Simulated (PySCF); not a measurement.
C4H9NSi, SMILES CC#C[SiH2]CN. Geometry: PBE-D3(BJ)/def2-SVP. The structure was generated by enumeration, and PubChem lists no compound with its InChIKey, so it may never have been made. One conformer was computed; it need not be the lowest.

Computed equilibrium geometry at PBE-D3(BJ)/def2-SVP (PySCF confirms it by a frequency run) as Cartesian coordinates in Å (one conformer of several):
```xyz
15

C      3.0647     0.9585     1.0492
C      1.8371     0.2608     0.7006
C      0.8031    -0.3427     0.4089
Si    -0.7641    -1.1806    -0.0557
C     -2.0776     0.1510    -0.4036
N     -1.5958     1.0620    -1.4394
H      3.7381     0.3097     1.6479
H      3.6223     1.2729     0.1421
H      2.8576     1.8694     1.6494
H     -0.5283    -2.0325    -1.2715
H     -1.2188    -2.0602     1.0800
H     -2.3710     0.6169     0.5746
H     -2.9824    -0.3864    -0.7675
H     -2.2771     1.8124    -1.6115
H     -0.7354     1.5256    -1.1184
```
